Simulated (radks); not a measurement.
The numbers below are computed, except where a source is named.
Species: Rh III. Configuration: [Kr] 4d7 (the NIST ground configuration).

Code: a radial shooting solver on a logarithmic mesh with Libxc functionals. Model: Dirac Kohn-Sham, PBEsol, spin-unpolarised, spherical densities, finite nucleus; open shells fill j = l - 1/2 first; Fermi nuclear charge, rms radius 4.4945 fm.

Energy parts (eV):
total: -130113.417
kinetic: 135635.276
electron-nucleus: -314182.486
Hartree: 52128.745
exchange-correlation: -3694.953

Orbitals (lengths in bohr, moments of r in powers of bohr; r(90%) holds 90 % of the orbital's charge):
1s1/2: occ. 2; eigenvalue (eV) -23032.99; r(90%) 0.0585; small-component weight 2.71e-02
2s1/2: occ. 2; eigenvalue (eV) -3356.667; r(90%) 0.219; small-component weight 5.62e-03
2p1/2: occ. 2; eigenvalue (eV) -3109.996; r(90%) 0.197; small-component weight 5.63e-03
2p3/2: occ. 4; eigenvalue (eV) -2965.510; r(90%) 0.204; small-component weight 5.42e-03
3s1/2: occ. 2; eigenvalue (eV) -616.8570; r(90%) 0.577; small-component weight 1.55e-03
3p1/2: occ. 2; eigenvalue (eV) -520.3042; r(90%) 0.579; small-component weight 1.50e-03
3p3/2: occ. 4; eigenvalue (eV) -495.4425; r(90%) 0.594; small-component weight 1.44e-03
3d3/2: occ. 4; eigenvalue (eV) -324.3212; r(90%) 0.586; small-component weight 1.33e-03
3d5/2: occ. 6; eigenvalue (eV) -319.4160; r(90%) 0.591; small-component weight 1.31e-03
4s1/2: occ. 2; eigenvalue (eV) -103.2299; r(90%) 1.42; small-component weight 3.80e-04
4p1/2: occ. 2; eigenvalue (eV) -73.7975; r(90%) 1.56; small-component weight 3.28e-04
4p3/2: occ. 4; eigenvalue (eV) -69.8434; r(90%) 1.61; small-component weight 3.12e-04
4d3/2: occ. 4; eigenvalue (eV) -25.9469; r(90%) 2.26; small-component weight 1.86e-04
4d5/2: occ. 3; eigenvalue (eV) -25.5005; r(90%) 2.29; small-component weight 1.82e-04

The highest occupied level is 4d5/2 at -25.501 eV. Summed over all electrons, <r^2> = 30.74 bohr^2, which gives a Langevin (diamagnetic) susceptibility term of -24.3 x 10^-6 cm^3/mol. For comparison, the ionisation energy in NIST's Atomic Spectra Database is 31.060 eV (semi-empirical). In exact Kohn-Sham theory the highest level is minus the ionisation energy, but local and semilocal functionals leave it too shallow, through self-interaction and a potential that decays too fast; potentials with the right tail come closer. The density falls to 0.001 e/bohr^3 at r = 3.42 bohr. The electron density at the nucleus is 1.208e+05 e/bohr^3.

Beside tabulated values, note that spin-unpolarised runs miss the spin-polarisation part of the exchange energy of open shells.
